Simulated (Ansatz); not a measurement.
`[F][Sn][F]` + HBr → `[F][Sn][Br]` + H–F  (ligand exchange at the Sn–F bond)

Computed with Ansatz on PBE0-D4/def2-TZVP structures; ΔE is electronic, products minus reactants. CBS: MP2 limit from def2 TZ/QZ plus the TZ coupled-cluster correction, frozen cores. This one scheme is used for every species. DFT in def2-TZVPP. def2 core potentials past Kr. For Br, Sn outer-core shells are correlated without core-valence functions, which leaves a few kJ/mol of doubt a bond. Scalar relativity is left out up to krypton.

```
             level  ΔE (kcal/mol)
         r2SCAN-D4           -8.3
RPA@PBE/def2-TZVPP           -7.1
    MP2/def2-QZVPP          -10.2
    CCSD/CBS(def2)           -9.6
```

(1) What does CCSD(T)/CBS give? (An estimate is asked.)

Largest T1 diagnostic among the species: 0.017.

Answers

(1) Computed: -9.6 kcal/mol. The listed levels differ from it by 1.3, 2.5, -0.6, 0.0 kcal/mol.

From PBE to PBE0 (25 % exact exchange), in def2-TZVPP and without D4, ΔE moves by −1.9 kcal/mol. At CCSD(T), def2-SVP lies +2.3 kcal/mol from the extrapolated value and def2-TZVPP +1.0 kcal/mol.
